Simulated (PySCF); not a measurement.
Computed shifts of a molecule C₆H₁₀, KT2/pcSseg-1 in PySCF, GIAO, gas phase, atoms alike by connectivity averaged where their shifts nearly agree, in ppm (number of nuclei): ¹³C: 138.8 (2), 114.8 (1), 111.9 (1), 39.1 (1), 35.5 (1). ¹H: 6.63 (1), 6.30 (1), 5.55 (1), 5.51 (1), 5.42 (1), 5.33 (1), 3.07 (1), 2.82 (1), 2.40 (1), 2.20 (1). References: ¹³C against TMS (σ = 185.1 ppm); ¹H against TMS (σ = 31.47 ppm), references at their B3LYP-D3(BJ)/def2-TZVP geometries, non-relativistic. Coordinates come from a B3LYP-D3(BJ)/def2-SVP optimisation. One conformer was computed; it need not be the lowest.

Task: Pick the molecule that these values belong to.
(A) C=C1CC(C)C1
(B) C=CCCC=C
(C) C=CC=C(C)C
(D) C=CC1(C)CC1

Result: B, C=CCCC=C
